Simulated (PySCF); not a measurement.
An unknown shows these calculated signals:

$^{1}$H NMR (400 MHz, computed): δ 7.19 (dt, J = 83.2, 1.3 Hz, 1H), 2.07 (qdd, J = 7.9, 3.0, 1.3 Hz, 2H), 1.25 (td, J = 7.9, 1.2 Hz, 3H).

$^{13}$C{$^{1}$H} NMR (computed): δ 168.5 (CH, d, J = 359.3 Hz), 118.6 (C), 106.7 (C), 27.4 (CH2), 17.3 (CH3).

Computational details: spin–spin couplings from B3LYP/pcJ-1 (spin–dipole term only in couplings to heteroatoms), GFN2-xTB structure, PBE0/pcSseg-1 with gauge-including orbitals, in PySCF 2.14.0 with density-fitted response routines (no solvent, relativity neglected, one computed conformer, averaged over atoms made equivalent by symmetry, fast rotation or ring inversion).

Referencing at the same level of theory: $^{1}$H and $^{13}$C against TMS.

Which of these does the molecule contain: a non-aromatic C=C double bond, a tert-butyl group, a carboxylic acid, a C≡C triple bond, a CH3CH2 unit, a nitrile?

Results:


- A non-aromatic C=C double bond: yes.
- A tert-butyl group: no.
- A carboxylic acid: no.
- A C≡C triple bond: no.
- A CH3CH2 unit: yes (δC 17.3, 27.4; δH 1.25 (td), 2.07 (qdd)).
- A nitrile: yes (δC 118.6).

The data belong to `CC/C(C#N)=C/F`, C$_{5}$H$_{6}$FN; they needn't prove each group on their own.

Carbon signals by region: 1 in the far downfield region (above 160 ppm), 2 in the sp2 and nitrile region (100–160 ppm), 2 below 50 ppm. Above 160 ppm: 168.5, alkene CH.

C–F couplings over four or more bonds (about 3 Hz to the para carbon of a fluoroarene) are left out. Common functionals overestimate the size of one-bond C–F couplings by tens of Hz; these are unscaled. Multiplet labels drop couplings under 1 Hz and merge nearly equal ones. Unscaled 3J(H,H) at this level run about 10 % above measured values. Shifts are as computed. Against solution values, carbons near 30 ppm lie about +3 ppm off and those near 130 ppm about +5 ppm. Of 1211 compounds with measured shifts, 218 miss one by over three times the rms of a fit or turn the order of signals round; such compounds aren't used in these exercises.
